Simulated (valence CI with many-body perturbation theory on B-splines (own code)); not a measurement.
**Tl31+: E2, M1 decay**

Calculated by configuration interaction combined with many-body perturbation theory (CI+MBPT): four valence electrons over a frozen Dirac-Fock core [Kr] 4d10, a basis of 7 s, 7 p, 7 d, 7 f, 4 g, 2 h functions for each j, with the one-electron correlation potential Σ1, the two-electron term Σ2, the three-electron term Σ3, Breit, model QED; selected CI, second order for the rest, scaled by the run's own slope (own B-spline code, finite nucleus).

The last digits are not significant, and no measured levels were compared; by estimate large intervals hold to a few tenths of a per cent, small ones and those within an open d or f shell to about a per cent. Excitations out of the core, of the other parity, are not computed and may begin above about 195 eV (a cautious bound); beyond it only levels of the ground parity were kept, without lifetimes.

Lines 1 to 50 of 120 in falling wavelength, among levels below 1568800 cm⁻¹, chosen from the decays that carry over 1 % of a level's rate. Wavelengths and rates use the calculated energies. Electric multipoles are in the length gauge, E1 and E2 with the static RPA response of the core. S is in atomic units (e²a₀⁴ for E2 and M2, e²a₀⁶ for E3), for M1 in squared Bohr magnetons. Weak lines are less certain than strong ones. Lines between different terms over intervals too small for the method are left out, as are lines whose strength nearly cancels. Where a level lies close to another of its J and parity, the split of strength between their lines is uncertain.

Levels are named by their leading jj configuration (3d3/2^4 stands for four electrons in 3d with j = 3/2), which in mixed levels can hold well under half, so a name can repeat and another be missing. Letters in brackets count levels of one name in rising energy.

```
λ vac (Å)                      Upper                      Lower  Type   A (s⁻¹)  S (a.u.)
    12010    (4f5/2^3 4f7/2) J=2 [b]    (4f5/2^3 4f7/2) J=3 [a]    M1  5.95e+00  1.91e+00
    11880        (4f5/2^3 4f7/2) J=8        (4f5/2^3 4f7/2) J=7    M1  1.10e+01  1.16e+01
     9114    (4f5/2^3 4f7/2) J=3 [a]    (4f5/2^3 4f7/2) J=4 [a]    M1  2.64e+01  5.18e+00
     9071  (4f5/2^2 4f7/2^2) J=0 [a]  (4f5/2^2 4f7/2^2) J=1 [a]    M1  5.32e+01  1.47e+00
     8940  (4f5/2^2 4f7/2^2) J=6 [b]  (4f5/2^2 4f7/2^2) J=5 [a]    M1  1.46e+01  5.04e+00
     8137        (4f5/2^3 4f7/2) J=7    (4f5/2^3 4f7/2) J=6 [a]    M1  6.80e+01  2.04e+01
     8059    (4f5/2^3 4f7/2) J=2 [a]    (4f5/2^3 4f7/2) J=1 [a]    M1  2.68e+01  2.60e+00
     6702  (4f5/2^2 4f7/2^2) J=3 [b]  (4f5/2^2 4f7/2^2) J=2 [a]    M1  3.10e+01  2.42e+00
     5705    (4f5/2^3 4f7/2) J=3 [b]    (4f5/2^3 4f7/2) J=4 [a]    M1  3.70e+01  1.78e+00
     5602    (4f5/2^3 4f7/2) J=2 [b]    (4f5/2^3 4f7/2) J=1 [a]    M1  2.86e+01  9.33e-01
     4856  (4f5/2^2 4f7/2^2) J=5 [c]  (4f5/2^2 4f7/2^2) J=4 [b]    M1  2.93e+02  1.37e+01
     4708    (4f5/2^3 4f7/2) J=6 [a]    (4f5/2^3 4f7/2) J=5 [a]    M1  5.10e+02  2.56e+01
     4602  (4f5/2^2 4f7/2^2) J=5 [a]  (4f5/2^2 4f7/2^2) J=4 [a]    M1  2.81e+02  1.12e+01
     4590  (4f5/2^2 4f7/2^2) J=1 [a]              (4f5/2^4) J=0    M1  3.95e+01  4.24e-01
     4448    (4f5/2^3 4f7/2) J=1 [a]              (4f5/2^4) J=2    M1  3.69e+02  3.61e+00
     4393  (4f5/2^2 4f7/2^2) J=4 [a]    (4f5/2^3 4f7/2) J=3 [b]    M1  2.28e+02  6.45e+00
     4000    (4f5/2^3 4f7/2) J=1 [b]              (4f5/2^4) J=0    M1  4.91e+02  3.50e+00
     3800  (4f5/2^2 4f7/2^2) J=8 [b]  (4f5/2^2 4f7/2^2) J=8 [a]    M1  2.15e+01  7.42e-01
     3751      (4f5/2^2 4f7/2^2) J=9  (4f5/2^2 4f7/2^2) J=8 [a]    M1  2.08e+02  7.75e+00
     3410  (4f5/2^2 4f7/2^2) J=4 [a]    (4f5/2^3 4f7/2) J=3 [a]    M1  4.09e+02  5.41e+00
     3408    (4f5/2^3 4f7/2) J=4 [a]    (4f5/2^3 4f7/2) J=5 [a]    M1  1.51e+02  2.00e+00
     3242  (4f5/2^2 4f7/2^2) J=5 [a]    (4f5/2^3 4f7/2) J=5 [b]    M1  1.51e+02  2.10e+00
     3207    (4f5/2^3 4f7/2) J=5 [b]    (4f5/2^3 4f7/2) J=4 [a]    M1  5.01e+02  6.74e+00
     3171    (4f5/2^3 4f7/2) J=5 [a]              (4f5/2^4) J=4    M1  1.54e+03  2.00e+01
     3125    (4f5/2^3 4f7/2) J=3 [a]              (4f5/2^4) J=2    M1  3.53e+02  2.80e+00
     3094  (4f5/2^2 4f7/2^2) J=3 [b]  (4f5/2^2 4f7/2^2) J=4 [a]    M1  1.62e+02  1.24e+00
     2998  (4f5/2^2 4f7/2^2) J=8 [a]        (4f5/2^3 4f7/2) J=8    M1  1.02e+03  1.73e+01
     2947  (4f5/2^2 4f7/2^2) J=8 [b]  (4f5/2^2 4f7/2^2) J=7 [a]    M1  4.40e+02  7.10e+00
     2927  (4f5/2^2 4f7/2^2) J=7 [a]        (4f5/2^3 4f7/2) J=7    M1  7.11e+02  9.92e+00
     2887  (4f5/2^2 4f7/2^2) J=5 [b]    (4f5/2^3 4f7/2) J=5 [b]    M1  5.23e+02  5.13e+00
     2866    (4f5/2^3 4f7/2) J=2 [a]              (4f5/2^4) J=2    M1  5.64e+02  2.46e+00
     2866  (4f5/2^2 4f7/2^2) J=5 [b]  (4f5/2^2 4f7/2^2) J=6 [a]    M1  8.05e+01  7.73e-01
     2724    (4f5/2^3 4f7/2) J=4 [b]    (4f5/2^3 4f7/2) J=5 [b]    M1  2.83e+02  1.91e+00
     2679  (4f5/2^2 4f7/2^2) J=4 [b]    (4f5/2^3 4f7/2) J=3 [b]    M1  1.18e+03  7.55e+00
     2605  (4f5/2^2 4f7/2^2) J=2 [a]    (4f5/2^3 4f7/2) J=2 [b]    M1  4.01e+02  1.31e+00
     2593    (4f5/2^3 4f7/2) J=3 [b]              (4f5/2^4) J=2    M1  1.33e+03  6.03e+00
     2562  (4f5/2^2 4f7/2^2) J=6 [a]    (4f5/2^3 4f7/2) J=6 [a]    M1  4.43e+02  3.59e+00
     2550  (4f5/2^2 4f7/2^2) J=4 [c]  (4f5/2^2 4f7/2^2) J=4 [a]    M1  2.29e+02  1.27e+00
     2546    (4f5/2^3 4f7/2) J=5 [b]    (4f5/2^3 4f7/2) J=6 [a]    M1  1.43e+02  9.60e-01
     2512  (4f5/2^2 4f7/2^2) J=3 [a]    (4f5/2^3 4f7/2) J=2 [b]    M1  1.01e+02  4.14e-01
     2509              (4f5/2^4) J=2              (4f5/2^4) J=4    E2  3.08e-02  1.37e-02
     2490  (4f5/2^2 4f7/2^2) J=2 [a]    (4f5/2^3 4f7/2) J=3 [b]    M1  4.58e+02  1.31e+00
     2482  (4f5/2^2 4f7/2^2) J=4 [a]    (4f5/2^3 4f7/2) J=4 [a]    M1  5.45e+02  2.78e+00
     2479    (4f5/2^3 4f7/2) J=2 [b]              (4f5/2^4) J=2    M1  3.35e+02  9.47e-01
     2394  (4f5/2^2 4f7/2^2) J=8 [a]        (4f5/2^3 4f7/2) J=7    M1  6.01e+02  5.19e+00
     2379  (4f5/2^2 4f7/2^2) J=6 [b]    (4f5/2^3 4f7/2) J=5 [b]    M1  4.98e+02  3.23e+00
     2374              (4f5/2^4) J=0    (4f5/2^3 4f7/2) J=1 [a]    M1  1.01e+00  4.99e-04
     2281  (4f5/2^2 4f7/2^2) J=2 [a]    (4f5/2^3 4f7/2) J=2 [a]    M1  2.43e+02  5.35e-01
     2279  (4f5/2^2 4f7/2^2) J=4 [b]    (4f5/2^3 4f7/2) J=3 [a]    M1  3.72e+02  1.47e+00
     2259  (4f5/2^2 4f7/2^2) J=5 [c]    (4f5/2^3 4f7/2) J=5 [b]    M1  4.67e+02  2.19e+00
```
